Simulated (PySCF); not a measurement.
In(Cl)(Br)(vinyl) (C2H3BrClIn), SMILES [CH](=C)[In]([Cl])[Br]. Atoms are numbered in the order given.

```xyz
8

In    -0.1229    -0.5026     0.0000
Cl     1.6917    -2.0098     0.0000
Br     0.5367     1.9122     0.0000
C     -2.1932    -1.0333     0.0000
C     -3.1336    -0.0820     0.0000
H     -2.4653    -2.0943     0.0000
H     -4.2021    -0.3337     0.0000
H     -2.8917     0.9866     0.0000
```

Geometry optimised at B3LYP-D3(BJ)/def2-SVP. The structure was generated by enumeration; whether it is a known compound was not checked. The def2 effective core potentials stand for the cores of In; spin–orbit coupling is left out. Other conformers were not sampled.

Calculation: HF/def2-TZVP (PySCF).

ESP charges are fitted to the potential on shells at 1.4 to 2.0 van der Waals radii. Atomic charges (e):

```tsv
atom	Mulliken	ESP fit
In1	1.14	0.85
Cl2	-0.47	-0.37
Br3	-0.44	-0.33
C4	-0.48	-0.32
C5	-0.20	-0.35
H6	0.15	0.15
H7	0.14	0.21
H8	0.16	0.16
```
